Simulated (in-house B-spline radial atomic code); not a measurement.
The numbers below are computed, except where a source is named.
# Building a PAW d channel for Ru, r_c = 1.23 bohr

Ru, [Kr] 4d7 5s1, non-relativistic LDA (VWN5), spherical and spin-unpolarised, from an all-electron radial atomic-structure program (B-spline basis) (atomic units; all potentials screened as in the neutral atom).

Two all-electron partial waves φ1, φ2 are integrated outwards at E1 = ε(4d) = -0.210376 and E2 = E1 + 0.5 hartree; φ1 is the bound orbital and φ2 has unit norm inside r_c = 1.2328 bohr. Smooth partners are polynomials, r^3(a0 + a1 r² + a2 r⁴ + a3 r⁶), matched to φ and three derivatives at r_c, with no condition on the norm. The local potential is -22.6712 + (34.1454) r² + (-21.9357) r⁴ + (5.28677) r⁶ inside 1.0093 bohr and the all-electron one outside.

| wave | φ(r_c) | φ'(r_c) | a0 | a1 | a2 | a3 |
| --- | --- | --- | --- | --- | --- | --- |
| 1 | 0.81263 | -0.04338837 | 2.362235 | -2.47872 | 1.044969 | -0.163802 |
| 2 | 1.284649 | -0.7716254 | 4.486344 | -4.917935 | 2.090575 | -0.3290843 |

Inside r_c the overlaps are <φi φj> = [[0.32721, 0.57131], [0.57131, 1.00000]] and, for the smooth waves, [[0.30252, 0.52498], [0.52498, 0.91298]]. With χj = (Ej − T − V_local) applied to smooth wave j, the program's quadrature gives the matrix B_ij = <smooth i, χj> as [[0.26104, 0.46264], [0.48580, 0.86383]].

Check the match of the first wave, and find the augmentation charges q_ij.

At r_c the four terms are 4.42589, -7.05815, 4.52222, -1.07734, which sum to 0.8126, φ1(r_c) to rounding. q_ij is the all-electron overlap less the smooth one: [[0.02469, 0.04633], [0.04633, 0.08702]]. The smooth first wave has a norm of 0.3025 inside r_c against 0.3272, and q11 > 0 puts back the missing charge.

B isn't symmetric. Show that D_ij = B_ij + Ej q_ij is.

Integrating by parts gives B12 − B21 = (E1 − E2) q12: 0.46264 − (0.48580) = -0.02316, and −0.5 × (0.04633) = -0.02316. So D12 = 0.46264 + (0.289624)(0.04633) = 0.47605 and D21 = 0.48580 + (-0.210376)(0.04633) = 0.47605; D11 = 0.25585, D22 = 0.88904. The projectors, p = (B⁻¹)ᵀ χ, are dual to the smooth waves; det B = 0.00074, small beside B11 B22, as the two smooth waves look alike inside r_c.

Solving (T + V_local + Σ p D p) ψ = E (1 + Σ p q p) ψ in a sphere of 9 bohr, whose wall lifts the free-atom level a little, gives these levels:

```json
{"all-electron": "-0.210354", "one projector": "-0.210354", "two projectors": "-0.210354"}
{"all-electron": "0.120225", "one projector": "0.120179", "two projectors": "0.120225"}
{"all-electron": "0.409400", "one projector": "0.409052", "two projectors": "0.409400"}
{"all-electron": "0.847303", "one projector": "0.845848", "two projectors": "0.847302"}
{"all-electron": "1.425580", "one projector": "1.421070", "two projectors": "1.425560"}
```

What does the second projector gain?

With one projector the errors are 0.00, -0.05, -0.35, -1.45, -4.51 millihartree. With two the errors are 0.00, 0.00, 0.00, 0.00, -0.02 millihartree. The scattering is exact at E1 and at E2 = 0.290, and over all levels compared the largest error is 0.02 millihartree. The lowest eigenvalue of the overlap operator is 1 with one and 1 with two projectors. The smooth orbital alone needs a cutoff of 22.3 hartree for 1 millihartree of kinetic energy, against 29.5 for a norm-conserving Troullier-Martins orbital of the same radius; part of the gain comes from giving up the norm, part from the simpler form.
